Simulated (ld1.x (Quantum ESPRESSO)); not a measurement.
**Configuration tests for silicon (Si) (TM)**

* Element: silicon
* Generator: ld1.x (Quantum ESPRESSO) 7.5
* Type: norm-conserving Troullier–Martins (Kleinman–Bylander form)
* Functional: PBE
* Relativity: scalar-relativistic
* Frozen core: [Ne]
* Valence charge: 4
* Reference configuration: 3s2 3p1 (charge +1)
* Partial waves: 3p (bound): rc 2.06 bohr; 3s (bound): rc 1.80 bohr
* Local potential: the s channel
* Core correction: none

Energies are relative to the spin-unpolarised reference configuration 3s2 3p1; without spin polarisation the order of configurations can differ from experiment.

Task: Give the all-electron excitation energy and the error of the potential for: 3s2 3p2; 3s2 3p0; 3s1 3p0; 3s0 3p4; 3s2 3p2.3; 3s1 3p3; 3s2 3p1.5.

Result:

```json
{"valence configuration": "3s2 3p2", "charge": "0", "ΔE all-electron (eV)": "-7.740", "error AE − PS (meV)": "+1.3"}
{"valence configuration": "3s2 3p0", "charge": "+2", "ΔE all-electron (eV)": "15.993", "error AE − PS (meV)": "+2.2"}
{"valence configuration": "3s1 3p0", "charge": "+3", "ΔE all-electron (eV)": "49.964", "error AE − PS (meV)": "+71"}
{"valence configuration": "3s0 3p4", "charge": "0", "ΔE all-electron (eV)": "6.038", "error AE − PS (meV)": "+5.9"}
{"valence configuration": "3s2 3p2.3", "charge": "-0.3", "ΔE all-electron (eV)": "-8.670", "error AE − PS (meV)": "+1.7"}
{"valence configuration": "3s1 3p3", "charge": "0", "ΔE all-electron (eV)": "-0.926", "error AE − PS (meV)": "+1.6"}
{"valence configuration": "3s2 3p1.5", "charge": "+0.5", "ΔE all-electron (eV)": "-4.819", "error AE − PS (meV)": "+0.5"}
```
